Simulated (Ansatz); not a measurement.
Isolated molecules relaxed with PBE0-D4/def2-TZVP in Ansatz; ΔE leaves out vibrations. CCSD(T)/CBS adds triple-zeta CCSD(T) − MP2 to the extrapolated MP2 energy (def2 sets, frozen cores). DFT in def2-TZVPP. One conformer a species, not always the lowest.

Consider the formal exchange of groups at the Si–C bond: `[SiH3]OC[SiH2]S` + `OCNCO` → `OCN[SiH2]S` + `OCCO[SiH3]`.

`[SiH3]OC[SiH2]S`:

Cartesian coordinates in Å:
```
Si 0.457 -0.233 -2.224
O -0.142 -0.289 -0.690
C 0.661 0.070 0.427
Si -0.407 -0.090 1.975
S -2.125 1.161 1.798
H 1.616 -1.157 -2.366
H 0.915 1.145 -2.553
H -0.650 -0.644 -3.118
H 1.030 1.100 0.331
H 1.539 -0.587 0.506
H 0.335 0.389 3.168
H -0.781 -1.517 2.150
H -2.447 0.651 0.596
```

`OCNCO`:

```xyz
12

O     0.401   -0.068    1.569
C    -0.772   -0.357    0.789
N    -0.436   -0.651   -0.551
C     0.242    0.389   -1.271
O     1.597    0.565   -0.932
H     0.130    0.253    2.434
H    -1.302   -1.212    1.223
H    -1.435    0.517    0.801
H     0.045   -1.537   -0.640
H    -0.331    1.314   -1.113
H     0.230    0.157   -2.338
H     1.630    0.629    0.030
```

`OCN[SiH2]S`:

Cartesian coordinates in Å:
```
O -0.735 -1.789 -0.817
C 0.449 -1.040 -0.912
N 0.243 0.383 -0.955
Si 0.102 1.316 0.473
S -1.328 0.510 1.883
H -1.186 -1.515 -0.009
H 1.123 -1.254 -0.070
H 0.940 -1.382 -1.826
H -0.261 0.688 -1.775
H 1.386 1.346 1.214
H -0.346 2.666 0.062
H -0.388 0.070 2.734
```

`OCCO[SiH3]`:

Cartesian coordinates in Å:
```
O 0.176 2.243 -0.812
C -0.024 1.025 -1.483
C -0.502 -0.056 -0.546
O 0.487 -0.233 0.454
Si 0.310 -1.306 1.689
H 0.753 2.054 -0.064
H 0.897 0.687 -1.978
H -0.780 1.199 -2.253
H -1.451 0.246 -0.084
H -0.663 -0.990 -1.100
H 1.528 -1.185 2.522
H 0.175 -2.693 1.163
H -0.904 -0.990 2.492
```

```csv
level,ΔE (kJ/mol)
PBE0-D4,-80.8
ωB97X-V,-81.8
PBE,-76.3
PBE0,-80.6
CCSD/def2-TZVPP,-85.6
CCSD(T)/def2-TZVPP,-84.3
MP2/def2-QZVPP,-89.3
SCS-MP2/def2-QZVPP,-89.2
```

Problem. What does CCSD(T)/CBS give? (Best estimate.)

Solution. Computed: -86.8 kJ/mol. The listed levels differ from it by 6.0, 5.0, 10.5, 6.2, 1.2, 2.5, -2.5, -2.4 kJ/mol.

Largest T1 diagnostic among the species: 0.012.

From PBE to PBE0 (25 % exact exchange), in def2-TZVPP and without D4, ΔE moves by −4.4 kJ/mol. In def2-TZVPP, CCSD(T) changes the Hartree–Fock value by +6.9 kJ/mol (the triples alone add +1.3 kJ/mol) and MP2 by +3.8 kJ/mol.
